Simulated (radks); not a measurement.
All-electron atom: Sn7+ in [Kr] 4d7.

All-electron calculation, Dirac Kohn-Sham, PW91, spin-unpolarised, spherical densities, point nucleus; open shells fill j = l - 1/2 first. Program: a radial shooting solver on a logarithmic mesh with Libxc functionals.

Energy parts (Ry):
total: -12331.71768
kinetic: 12987.37229
electron-nucleus: -29584.76912
Hartree: 4590.49380
exchange-correlation: -324.81464

Orbitals (lengths in bohr, moments of r in powers of bohr; <r^-3> diverges for s and p1/2; r(max) is where P^2 peaks):
orbital,occ.,eigenvalue (Ry),r(max),<r^-3>,<r>,<1/r>
1s1/2,2,-2139.692,0.01877,-,0.02905,53.09
2s1/2,2,-330.0138,0.1062,-,0.1251,12.31
2p1/2,2,-308.8334,0.08178,-,0.1058,12.29
2p3/2,4,-291.8740,0.08631,4302,0.1112,11.45
3s1/2,2,-70.28760,0.3076,-,0.3389,4.355
3p1/2,2,-61.68660,0.2939,-,0.3296,4.264
3p3/2,4,-58.58359,0.3042,802.5,0.3408,4.057
3d3/2,4,-43.38883,0.2491,126.2,0.3120,3.904
3d5/2,6,-42.74745,0.2520,117.8,0.3155,3.850
4s1/2,2,-17.65474,0.7401,-,0.8025,1.742
4p1/2,2,-14.73050,0.7631,-,0.8396,1.638
4p3/2,4,-14.13374,0.7862,154.9,0.8651,1.575
4d3/2,4,-9.42043,0.8484,18.97,0.9759,1.352
4d5/2,3,-9.32568,0.8562,17.63,0.9848,1.337
5s1/2,0,-6.54269,1.668,-,1.762,0.7577
5p1/2,0,-5.64885,1.807,-,1.903,0.6977
5p3/2,0,-5.51970,1.854,33.89,1.945,0.6801

The highest occupied level is 4d5/2 at -126.88 eV. Summed over all electrons, <r^2> = 16.58 bohr^2, which gives a Langevin (diamagnetic) susceptibility term of -13.1 x 10^-6 cm^3/mol. The density falls to 0.001 e/bohr^3 at r = 2.42 bohr. For comparison, the ionisation energy in NIST's Atomic Spectra Database is 135 eV (theoretical). In exact Kohn-Sham theory the highest level is minus the ionisation energy, but local and semilocal functionals leave it too shallow, through self-interaction and a potential that decays too fast; potentials with the right tail come closer.

Beside tabulated values, note that spin-unpolarised runs miss the spin-polarisation part of the exchange energy of open shells.
